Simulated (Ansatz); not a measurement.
H3InO (SMILES [OH][InH2]) moved off its minimum; all values from Ansatz (an electronic-structure program), cores frozen in correlated methods. Elements past Kr take the def2 small-core potentials, without spin–orbit coupling.
(charge 0, multiplicity 1)
```xyz
5

In     0.0259    -0.1327    -0.3148
H     -1.2836    -0.2049    -1.3008
H      1.6374    -0.8097    -0.4749
O     -0.2779     0.9028     1.3988
H      0.4794     0.9663     2.0512
```

Forces at MP2/def2-TZVPPD (eV/Å):

```tsv
atom	Fx	Fy	Fz
In1	1.340	-0.018	0.907
H2	-1.015	-0.012	-0.712
H3	-0.221	0.095	0.008
O4	1.227	0.143	1.139
H5	-1.331	-0.208	-1.342
```

Problem. Give the forces (eV/Å), the total energy and the dipole at CCSD(T)/def2-TZVPPD.

Solution. 
```
atom      Fx      Fy      Fz
----  ------  ------  ------
In1    1.299   0.057   1.014
H2    -1.112  -0.018  -0.785
H3    -0.097   0.046   0.001
O4     1.274   0.122   1.132
H5    -1.364  -0.207  -1.363
```
Energy -266.2000 hartree, dipole 1.77 D.
